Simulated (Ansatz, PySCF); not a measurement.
Gas-phase reaction in SMILES: CC/C=C\CC + 6 [H][H] (H2) → 6 C (CH4)
Geometries: B3LYP-D3(BJ)/def2-TZVP minima from Ansatz (a program for electronic structure), one conformer each, not searched for the lowest. Frequencies are from Ansatz or PySCF.

Property: energy of full hydrogenation (enthalpy at 298 K, with B3LYP-D3(BJ) rigid-rotor harmonic-oscillator terms), in kJ/mol. Valence correlation only, unless marked. No spin-orbit coupling. No relativistic terms. Basis-set limits of correlation are two-point, X^-3; Hartree-Fock from the larger set.

CCSD(T)/CBS(cc-pVTZ,cc-pVQZ) (Ansatz) gives -404.7 kJ/mol.

### Question
Another calculation gave -462.6 kJ/mol. Which level was it?
A) CAM-B3LYP/def2-TZVPD (Ansatz)
B) BLYP/def2-TZVPD (Ansatz)
C) wB97M-V/def2-TZVPD (Ansatz)
D) BHLYP/def2-TZVPD (Ansatz)

### Answer
D, BHLYP/def2-TZVPD (Ansatz). The others give -409.7 (wB97M-V), -443.9 (CAM-B3LYP), -420.4 (BLYP) kJ/mol.
